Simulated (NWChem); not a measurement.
Species: C$_{3}$H$_{5}$F$_{3}$; SMILES C[C@@H](F)C(F)F

```xyz
11

C     -0.7507    -1.7488     0.3733
C      0.3112    -0.6637     0.3849
F      1.1237    -0.8050    -0.7334
C     -0.2790     0.7397     0.3582
F      0.7244     1.6608     0.3253
F     -1.0459     0.9069    -0.7586
H     -1.3843    -1.6415    -0.5114
H     -0.2728    -2.7320     0.3510
H     -1.3814    -1.6920     1.2678
H      0.9502    -0.7383     1.2747
H     -0.9040     0.9377     1.2384
```
Atoms are numbered in this order, from 1.

Program: NWChem. Pople sets run with spherical d functions. All runs use the structure optimised with B3LYP/6-31G* (spherical d). Level: M06-2X/6-31G* with SMD (1 M gas to 1 M solution), gas-phase geometry.

| solvent | dielectric constant | solvation free energy (kcal/mol) | cavity-dispersion-structure term (kcal/mol) | dipole in solution (D) |
|---|---|---|---|---|
| water | 78.4 | -2.4 | 4.1 | 4.01 |
| 1,4-dioxane | 2.21 | -2.5 | 0.8 | 3.57 |
| dichloromethane | 8.93 | -5.9 | -0.3 | 3.90 |
| 2-propanol | 19.3 | -6.0 | 0.1 | 3.96 |
| chlorobenzene | 5.70 | -5.3 | -0.1 | 3.83 |
| benzene | 2.27 | -3.8 | -0.5 | 3.58 |
